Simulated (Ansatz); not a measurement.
Start from `F[CH2][AlH][SiH3]` and change one atom or group to get `F[CH2][AlH][GeH3]`.

Ansatz, PBE0-D4/def2-TZVP geometries, multiplicity 1. Each molecule was computed in one conformer, which needn't be the lowest.

Scalar relativity is left out up to krypton.

```json
{"property": "HOMO energy (ωB97M-V/def2-TZVPP) / eV", "`F[CH2][AlH][SiH3]`": "-9.56"}
{"property": "size of the dipole moment (B3LYP/def2-TZVPP) / D", "`F[CH2][AlH][SiH3]`": "1.68"}
{"property": "HOMO energy (PBE/def2-TZVPP) / eV", "`F[CH2][AlH][SiH3]`": "-6.28"}
{"property": "HOMO energy (PBE0/def2-TZVPP) / eV", "`F[CH2][AlH][SiH3]`": "-7.51"}
{"property": "size of the dipole moment (ωB97M-V/def2-TZVPP) / D", "`F[CH2][AlH][SiH3]`": "1.70"}
{"property": "HOMO–LUMO gap (ωB97M-V/def2-TZVPP) / eV", "`F[CH2][AlH][SiH3]`": "9.22"}
```

**Question.** What does the change do to each property? (An estimate is asked.)

**Answer.** Ansatz gave: 
| property | `F[CH2][AlH][GeH3]` | shift |
| --- | --- | --- |
| HOMO energy (ωB97M-V/def2-TZVPP) / eV | -9.56 | 0.00 |
| size of the dipole moment (B3LYP/def2-TZVPP) / D | 1.80 | 0.12 |
| HOMO energy (PBE/def2-TZVPP) / eV | -6.30 | -0.02 |
| HOMO energy (PBE0/def2-TZVPP) / eV | -7.51 | 0.00 |
| size of the dipole moment (ωB97M-V/def2-TZVPP) / D | 1.82 | 0.12 |
| HOMO–LUMO gap (ωB97M-V/def2-TZVPP) / eV | 9.25 | 0.03 |

Dipoles are sizes alone; their direction can turn.

B3LYP here is the variant with VWN-RPA as its local correlation; programs differ in this.
